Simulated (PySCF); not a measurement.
## TDDFT excited states: Cl4Ge2S2

Cyclo-(Cl2GeS)2.
Z-matrix (Å and degrees, PBE0-D3(BJ)/def2-SVP geometry), rows numbered from 1:
```
Ge
Cl  1  2.1350
Cl  1  2.1327  2  106.87
S   1  2.2249  2  113.29  3   124.66
Ge  4  2.2235  1   81.09  2   119.54
Cl  5  2.1331  4  112.50  1  -119.25
Cl  5  2.1347  4  112.72  1   119.87
S   1  2.2235  2  112.48  3  -124.21
```

The calculation used PySCF 2.14.0, density-fitted response routines, TDDFT PBE0/def2-SVPD, vertical, gas phase, core orbitals frozen in the response. Relativistic effects, spin–orbit coupling among them, are left out although an element past zinc is present.

```tsv
state	E (eV)	λ (nm)	f	|μ| (D)	main configurations (H = HOMO, L = LUMO)
S1	4.24	292.4	0.0000	0.01	H→L (99%)
S2	4.71	263.1	0.0000	0.00	H→L+1 (99%)
S3	4.76	260.4	0.0000	0.01	H-1→L (97%)
S4	5.18	239.3	0.015	0.87	H-1→L+1 (96%)
S5	5.25	236.0	0.0000	0.00	H-2→L (98%)
S6	5.72	216.6	0.029	1.16	H-2→L+1 (96%)
S7	5.81	213.3	0.015	0.82	H-3→L (91%)
S8	5.84	212.3	0.0000	0.01	H-3→L+1 (95%)
S9	5.86	211.7	0.027	1.09	H-4→L (84%), H-5→L+1 (12%)
S10	5.89	210.5	0.0000	0.02	H-5→L (61%), H-4→L+1 (36%)
S11	6.09	203.6	0.0000	0.00	H-7→L (71%), H-8→L+1 (27%)
S12	6.10	203.2	0.0000	0.03	H-8→L (54%), H-7→L+1 (44%)
S13	6.16	201.4	0.0090	0.62	H→L+2 (98%)
S14	6.18	200.6	0.0000	0.01	H-6→L (85%), H-9→L+1 (10%)
S15	6.28	197.3	0.119	2.24	H-6→L+1 (53%), H-9→L (31%)
```

Triplets, Tamm–Dancoff:

| state | E (eV) | λ (nm) | main configurations (H = HOMO, L = LUMO) |
| --- | --- | --- | --- |
| T1 | 3.91 | 317.3 | H→L (97%) |
| T2 | 4.40 | 281.5 | H-1→L (93%) |
| T3 | 4.44 | 279.0 | H→L+1 (93%) |
| T4 | 4.70 | 263.7 | H-2→L (94%) |

The lowest singlet lies at 4.24 eV (292 nm, ultraviolet) and is dark (f under 0.0005); its leading configuration is HOMO→LUMO (99%). The strongest level in the table is S15 at 6.28 eV (197 nm, f = 0.119). It is the last of those listed, so stronger ones may follow. S11/S12 lie within about 0.01 eV of each other. Löwdin shares by element: HOMO sulfur 81% (atoms not listed hold the other 19%); LUMO sulfur 51%, germanium 23% (atoms not listed hold the other 26%). The listed states span 2.04 eV. The oscillator strengths of these states sum to 0.214; summed over the whole spectrum of an exact calculation they would give the number of electrons, 164 (Thomas–Reiche–Kuhn). Orbital energies (eV): HOMO-3 -9.62, HOMO-2 -9.35, HOMO-1 -8.89, HOMO -8.45, LUMO -2.78, LUMO+1 -2.54, LUMO+2 -1.08. No computed singlet lies in the visible range (380 to 750 nm); the lowest, at 292 nm, stands 0.98 eV above its violet end (3.26 eV). The window holds the lowest 15 singlets.

One conformer stands for the species.
